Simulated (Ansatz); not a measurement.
`[OH][Mg][O][SiH3]` and `[OH][Zn][O][SiH3]` differ in one element.

Ansatz, PBE0-D4/def2-TZVP geometries, multiplicity 1. Each molecule was computed in one conformer, which needn't be the lowest.

Scalar relativity is left out up to krypton.

```
                               property  `[OH][Mg][O][SiH3]`
    HOMO–LUMO gap (PBE/def2-TZVPP) / eV                 4.47
  LUMO energy (ωB97M-V/def2-TZVPP) / eV                -0.09
     HOMO energy (PBE0/def2-TZVPP) / eV                -8.04
     LUMO energy (PBE0/def2-TZVPP) / eV                -1.34
HOMO–LUMO gap (ωB97M-V/def2-TZVPP) / eV                10.28
  HOMO energy (ωB97M-V/def2-TZVPP) / eV               -10.37
```

Task: What does the change do to each property? (Estimate.)

Result: Ansatz gave: 
```csv
property,`[OH][Zn][O][SiH3]`,shift
HOMO–LUMO gap (PBE/def2-TZVPP) / eV,4.57,0.10
LUMO energy (ωB97M-V/def2-TZVPP) / eV,0.31,0.40
HOMO energy (PBE0/def2-TZVPP) / eV,-8.30,-0.26
LUMO energy (PBE0/def2-TZVPP) / eV,-1.32,0.02
HOMO–LUMO gap (ωB97M-V/def2-TZVPP) / eV,10.96,0.68
HOMO energy (ωB97M-V/def2-TZVPP) / eV,-10.65,-0.28
```
